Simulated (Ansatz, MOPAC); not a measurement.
Species: GeBr, net charge 0, doublet state. SMILES: [Ge][Br]

Atoms: Ge1, Br2. Bonds: Ge1-Br2.

Bond lengths (Å) and angles (degrees) optimised at PM3 with MOPAC; HF/3-21G with Ansatz (a program for electronic structure); PBE/LANL2DZ with Ansatz; B3LYP/LANL2DZ with Ansatz, each started from the B3LYP-D3(BJ)/def2-TZVP structure (Ansatz) of the last column. A row stands for all coordinates that are equal there.

```tsv
coordinate	PM3	HF/3-21G	PBE/LANL2DZ	B3LYP/LANL2DZ	B3LYP-D3(BJ)/def2-TZVP
Ge1-Br2	2.356	2.439	2.480	2.484	2.353
```

Mean signed difference of all 1 bond lengths from B3LYP-D3(BJ)/def2-TZVP: PM3 0.003 Å, HF/3-21G 0.086 Å, PBE/LANL2DZ 0.128 Å, B3LYP/LANL2DZ 0.132 Å.
